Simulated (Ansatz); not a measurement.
Calculation: PBE0-D3(BJ)/def2-TZVP (Ansatz, a first-principles code). No frequencies were computed at this level.

Ansatz 0.2 input:
```yaml
crystal:
  periodic: [false, false, false]
  atoms:
    - { symbol: N, position_ang: [-0.712365, -0.737656, -0.179919] }
    - { symbol: C, position_ang: [-0.190805, 0.377661, 0.060939] }
    - { symbol: S, position_ang: [1.537702, 0.529531, 0.185436] }
    - { symbol: H, position_ang: [-1.725754, -0.749751, -0.237424] }
    - { symbol: H, position_ang: [-0.688295, 1.338451, 0.217595] }
    - { symbol: H, position_ang: [1.779517, -0.758235, -0.046627] }
basis:
  gaussian: { orbitals: def2-tzvp }
hamiltonian:
  xc: pbe0
  dispersion: d3bj
relax:
  max_steps: 150
```

Output:

```
Functional definition: PBE0
738 factors; their error is unknown
mean field evaluation 1: about -13398.0906 eV, gradient 5.7e1 eV
mean field evaluation 2: about -13376.6328 eV, gradient 1.0e2 eV
mean field evaluation 4: about -13404.8146 eV, gradient 1.2e1 eV
mean field evaluation 8: about -13405.1088 eV, gradient 1.1e-1 eV
mean field evaluation 16: about -13405.1330 eV, gradient 1.6e-4 eV
mean field -13405.13296686 eV, -492.6295502067 hartree, gradient 1.6e-5 eV, S^2 0.000000; 0 other end points of the search recorded, 0 dependent functions left out
reference -13405.13298883 eV, -492.6295510140 hartree; 16, 16 occupied and 101, 101 virtual orbitals, 738 factors
relax step   1: F+E_penalty+E_count = -13405.22117890 eV  Δ(F+E_penalty+E_count) = +0.000e0 eV  max|allowed force component| = 6.290e-1 eV/Å  Δτ_max = 0.0000 Å  (27 SCF iters, accepted)
these checks for a lower state are left out or cut short: starts, cluster_reference, orbital_swaps, neighbouring_geometries, increment
738 factors; their error is unknown
mean field -13405.15585613 eV, -492.6303913718 hartree, gradient 1.2e-5 eV, S^2 0.000000; 0 other end points of the search recorded, 0 dependent functions left out
reference -13405.15587813 eV, -492.6303921802 hartree; 16, 16 occupied and 101, 101 virtual orbitals, 738 factors
relax step   2: F+E_penalty+E_count = -13405.24393762 eV  Δ(F+E_penalty+E_count) = -2.276e-2 eV  max|allowed force component| = 2.985e-1 eV/Å  Δτ_max = 0.0309 Å  (32 SCF iters, accepted)
these checks for a lower state are left out or cut short: starts, cluster_reference, orbital_swaps, neighbouring_geometries, increment
738 factors; their error is unknown
mean field evaluation 32: about -13405.1653 eV, gradient 1.2e-5 eV
mean field -13405.16527278 eV, -492.6307374273 hartree, gradient 1.2e-5 eV, S^2 0.000000; 0 other end points of the search recorded, 0 dependent functions left out
reference -13405.16529468 eV, -492.6307382323 hartree; 16, 16 occupied and 101, 101 virtual orbitals, 738 factors
relax step   3: F+E_penalty+E_count = -13405.25317581 eV  Δ(F+E_penalty+E_count) = -9.238e-3 eV  max|allowed force component| = 2.241e-1 eV/Å  Δτ_max = 0.0580 Å  (32 SCF iters, accepted)
these checks for a lower state are left out or cut short: starts, cluster_reference, orbital_swaps, neighbouring_geometries, increment
738 factors; their error is unknown
mean field -13405.16563019 eV, -492.6307505618 hartree, gradient 1.2e-5 eV, S^2 0.000000; 0 other end points of the search recorded, 0 dependent functions left out
reference -13405.16565209 eV, -492.6307513665 hartree; 16, 16 occupied and 101, 101 virtual orbitals, 738 factors
relax step   4: F+E_penalty+E_count = -13405.25357534 eV  Δ(F+E_penalty+E_count) = -3.995e-4 eV  max|allowed force component| = 2.114e-1 eV/Å  Δτ_max = 0.0040 Å  (34 SCF iters, accepted)
these checks for a lower state are left out or cut short: starts, cluster_reference, orbital_swaps, neighbouring_geometries, increment
738 factors; their error is unknown
mean field -13405.16054809 eV, -492.6305637981 hartree, gradient 1.2e-5 eV, S^2 0.000000; 0 other end points of the search recorded, 0 dependent functions left out
reference -13405.16056995 eV, -492.6305646014 hartree; 16, 16 occupied and 101, 101 virtual orbitals, 738 factors
relax step   5: F+E_penalty+E_count = -13405.24850420 eV  Δ(F+E_penalty+E_count) = +5.071e-3 eV  max|allowed force component| = 3.739e-1 eV/Å  Δτ_max = 0.0446 Å  (31 SCF iters, rejected (line search))
these checks for a lower state are left out or cut short: starts, cluster_reference, orbital_swaps, neighbouring_geometries, increment
738 factors; their error is unknown
mean field -13405.16784130 eV, -492.6308318186 hartree, gradient 1.2e-5 eV, S^2 0.000000; 0 other end points of the search recorded, 0 dependent functions left out
reference -13405.16786318 eV, -492.6308326227 hartree; 16, 16 occupied and 101, 101 virtual orbitals, 738 factors
relax step   6: F+E_penalty+E_count = -13405.25583844 eV  Δ(F+E_penalty+E_count) = -2.263e-3 eV  max|allowed force component| = 3.663e-2 eV/Å  Δτ_max = 0.0160 Å  (31 SCF iters, accepted)
these checks for a lower state are left out or cut short: starts, cluster_reference, orbital_swaps, neighbouring_geometries, increment
738 factors; their error is unknown
mean field -13405.16788755 eV, -492.6308335184 hartree, gradient 1.2e-5 eV, S^2 0.000000; 0 other end points of the search recorded, 0 dependent functions left out
reference -13405.16790943 eV, -492.6308343225 hartree; 16, 16 occupied and 101, 101 virtual orbitals, 738 factors
relax step   7: F+E_penalty+E_count = -13405.25588569 eV  Δ(F+E_penalty+E_count) = -4.725e-5 eV  max|allowed force component| = 1.514e-2 eV/Å  Δτ_max = 0.0025 Å  (34 SCF iters, accepted)
these checks for a lower state are left out or cut short: starts, cluster_reference, orbital_swaps, neighbouring_geometries, increment
738 factors; their error is unknown
mean field evaluation 64: about -13405.1679 eV, gradient 1.1e-4 eV
mean field -13405.16789026 eV, -492.6308336178 hartree, gradient 1.2e-5 eV, S^2 0.000000; 0 other end points of the search recorded, 0 dependent functions left out
reference -13405.16791214 eV, -492.6308344221 hartree; 16, 16 occupied and 101, 101 virtual orbitals, 738 factors
relax step   8: F+E_penalty+E_count = -13405.25588827 eV  Δ(F+E_penalty+E_count) = -2.578e-6 eV  max|allowed force component| = 3.218e-3 eV/Å  Δτ_max = 0.0008 Å  (33 SCF iters, accepted)
738 factors; their error is unknown
mean field -13405.16789026 eV, -492.6308336178 hartree, gradient 1.2e-5 eV, S^2 0.000000; 1 other end points of the search recorded, 0 dependent functions left out
reference -13405.16791214 eV, -492.6308344221 hartree; 16, 16 occupied and 101, 101 virtual orbitals, 738 factors
Total energy: -13405.25591015 eV, -492.6340682893 hartree
Atom 0 at    -0.734638    -0.768020    -0.186722 Å, force    -0.000655    -0.001555    -0.001798 eV/Å
Atom 1 at    -0.184804     0.341153     0.054903 Å, force    -0.000051     0.003020     0.000979 eV/Å
Atom 2 at     1.544661     0.548982     0.189048 Å, force    -0.000604    -0.003218     0.000434 eV/Å
Atom 3 at    -1.747317    -0.668978    -0.223675 Å, force     0.000814    -0.000021     0.001466 eV/Å
Atom 4 at    -0.707812     1.291691     0.207729 Å, force    -0.000238     0.000055    -0.000975 eV/Å
Atom 5 at     1.829911    -0.744828    -0.041283 Å, force     0.000734     0.001719    -0.000106 eV/Å
Dipole moment:    -0.176283     0.214576     0.031283 e Å
```

Cost: roughly 18 core-seconds.
